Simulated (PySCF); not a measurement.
# Radial density of F²⁺ (fluorine, charge +2)

UHF, [He] 2s2 2p3, high-spin 4S determinant. All numbers are calculated (PySCF 2.14, the non-relativistic Hamiltonian (point nucleus), in aug-cc-pVDZ).

| r (bohr) | 4πr²ρ (e/bohr) | 4πr²(ρα − ρβ) |
| --- | --- | --- |
| 0.00373 | 0.07369 | 0.0001 |
| 0.00628 | 0.2001 | 0.0003 |
| 0.0106 | 0.5223 | 0.0008 |
| 0.0178 | 1.301 | 0.0021 |
| 0.0299 | 2.960 | 0.0054 |
| 0.0503 | 5.832 | 0.0151 |
| 0.0846 | 8.984 | 0.0526 |
| 0.142 | 9.323 | 0.2348 |
| 0.239 | 5.598 | 0.8967 |
| 0.402 | 3.868 | 2.2793 |
| 0.677 | 5.476 | 3.2594 |
| 1.14 | 3.185 | 1.7792 |
| 1.92 | 0.3803 | 0.1897 |
| 3.22 | 0.006753 | 0.0055 |
| 5.42 | 0.0001749 | 0.0002 |
